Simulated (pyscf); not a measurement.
PySCF, gas phase, ωB97X-D3(BJ)/def2-SVP geometries.

What is the homolytic dissociation enthalpy (298 K, ωB97M-D3(BJ)/def2-TZVP) of the Ge–Ge bond of `[GeH2]=[GeH][GeH3]`, to [HGe=GeH₂]• + GeH₃•?

Ge–Ge to [HGe=GeH₂]• + GeH₃•: 2.28 eV. The 7 functionals that were run give +2.12 (M06-2X) to +2.72 eV (ωB97X-D3(BJ)). The radicals are drawn with the spin at the cut bond; how far it spreads was not checked. H₂Ge=GeH–GeH₃ may be a fragile minimum: a first optimisation, from another start, lost the drawn bonds. Other isomers of [HGe=GeH₂]• were not searched in full and may lie lower. Elements up to Kr have no core potential and no relativistic terms here.
